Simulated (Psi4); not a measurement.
C2H5O (SMILES C[CH]O), doublet, at a GFN2-xTB geometry. Base run: Psi4 with HF/6-31G*.

Input for Psi4:
```
memory 2 GB

molecule mol {
0 2
C     1.193090   -0.369288   -0.015504
C    -0.009327    0.480457   -0.155508
O    -1.205830   -0.086200    0.224876
H    -1.930074    0.518022    0.038963
H    -0.038985    1.281061   -0.877839
H     2.076997    0.248793    0.134788
H     1.065347   -1.035117    0.834592
H     1.370775   -0.990167   -0.903437
}

set {
  basis 6-31g*
  reference uhf
  stability_analysis check
  scf_type pk
}

energy('scf')
print_variables()
```

The bond that is stretched is that between atoms 5 and 2. A test that says stable can miss a lower solution.

Each row names what was changed in the base input (with any setting that the change needs).

| change | ΔE vs base (mEh) | <S^2> |
|---|---|---|
| base | 0.000 | 0.762 |
| stability_analysis = follow; reference = uhf | 0.000 | 0.762 |
| bond × 1.25 | 31.575 | 0.769 |
| stability_analysis = follow; reference = uhf; bond × 1.25 | 31.575 | 0.769 |
| bond × 1.5 | 81.838 | 0.875 |
| stability_analysis = follow; reference = uhf; bond × 1.5 | 81.838 | 0.875 |
| bond × 1.8 | 139.3 | 0.762 |
| stability_analysis = follow; reference = uhf; bond × 1.8 | 119.2 | 1.120 |
| bond × 2.2 | 125.4 | 1.201 |
| stability_analysis = follow; reference = uhf; bond × 2.2 | 125.4 | 1.201 |
| bond × 3.0 | 132.1 | 0.750 |
| stability_analysis = follow; reference = uhf; bond × 3.0 | 126.1 | 1.207 |

Psi4 reported an instability in these rows: bond × 1.8; stability_analysis = follow; reference = uhf; bond × 1.8; bond × 3.0; stability_analysis = follow; reference = uhf; bond × 3.0 (restricted rows aren't judged here).

On stretching, the SCF can end on different states; <S^2> shows the spin contamination of each.
